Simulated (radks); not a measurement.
Neutral zirconium, 40 electrons, occupied as [Kr] 4d2 5s1 6f1 (not the ground configuration). Method: scalar-relativistic Kohn-Sham, PBE, spin-unpolarised, spherical densities, finite nucleus; Fermi nuclear charge, rms radius 4.2694 fm; computed with a radial shooting solver on a logarithmic mesh with Libxc functionals. Some entries of the table are withheld. Estimate them.

| orbital | occ. | eigenvalue (hartree) | <r^2> (bohr^2) |
|---|---|---|---|
| 1s | 2 | -655.2591 | 0.001853 |
| 2s | 2 | (1) | (2) |
| 2p | 6 | -81.15166 | (3) |
| 3s | 2 | -15.08752 | 0.2410 |
| 3p | 6 | -11.88650 | 0.2489 |
| 3d | 10 | -6.63300 | 0.2477 |
| 4s | 2 | -2.21536 | 1.669 |
| 4p | 6 | -1.40550 | 2.146 |
| 4d | 2 | (4) | 5.562 |
| 5s | 1 | -0.33280 | 13.36 |
| 6f | 1 | -0.01063 | 2056 |

Answer. 
(1) 2s eigenvalue (hartree): -90.97587
(2) 2s <r^2> (bohr^2): 0.03117
(3) 2p <r^2> (bohr^2): 0.02455
(4) 4d eigenvalue (hartree): -0.33388
